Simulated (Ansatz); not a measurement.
Gas-phase electronic energies from Ansatz, PBE0-D4/def2-TZVP geometries. CBS: MP2 limit from def2 TZ/QZ plus the TZ coupled-cluster correction, frozen cores. This one scheme is used for every species. Functionals use def2-TZVPP. B3LYP here is the variant with VWN-RPA as its local correlation; programs differ in this. One conformer a species, not always the lowest.

`OCC[SiH2]O` + CH₃NH₂ → `CNCO` + `C[SiH2]O`  (substitution at a C–C bond)

```csv
level,ΔE (kcal/mol),difference from CCSD(T)/CBS
PBE-D4,0.8,-0.9
r2SCAN-D4,0.6,-1.1
B3LYP-D4,1.0,-0.7
ωB97M-V,1.4,-0.3
B2PLYP,0.5,-1.2
PBE,0.0,-1.7
r2SCAN,0.4,-1.3
PBE0,0.3,-1.4
HF/def2-TZVPP,-0.7,-2.4
SCS-MP2/def2-TZVPP,1.2,-0.5
CCSD/def2-TZVPP,1.1,-0.6
CCSD(T)/def2-TZVPP,1.3,-0.4
SCS-MP2/def2-QZVPP,1.4,-0.3
HF/CBS(def2),-0.7,-2.4
MP2/CBS(def2),1.9,0.2
CCSD/CBS(def2),1.5,-0.2
CCSD(T)/CBS,1.7,0
```

Largest T1 diagnostic among the species: 0.011.

In def2-TZVPP, CCSD(T) changes the Hartree–Fock value by +2.0 kcal/mol (the triples alone add +0.2 kcal/mol) and MP2 by +2.2 kcal/mol. The D4 term adds +1.2 kcal/mol with B3LYP and +0.7 kcal/mol with PBE0; it sums over pairs of atoms, weighted by their polarisabilities, and B3LYP, whose exchange is more repulsive, gets the larger term.
